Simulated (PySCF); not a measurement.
**Electron correlation in Nb (niobium, neutral)**

[Kr] 4d3 5s1 5p1, one real determinant (an excited configuration). Computed with PySCF 2.14 in x2c-TZVPPall (8s6p6d2f1g, 79 functions), with scalar relativity by spin-free X2C-1e. Frozen: [Kr]; 5 electrons correlated.

```csv
level,correlation energy (mhartree)
CCSD,-40.89
(T),-1.14
CCSD(T),-42.03
```

Diagnostics: T1 = 0.0097, D1 = 0.0259, largest double amplitude 0.074.

The real determinant used has ⟨L²⟩ near 14 against 20 for a pure G term, so it mixes terms.

Cost of the coupled-cluster step: about 4 core-seconds, for 5 correlated electrons.

The basis was made for the ground configuration and has no added diffuse functions, which can raise the energy of the promoted electron.

The reference is one real determinant that mixes LS terms of this configuration.
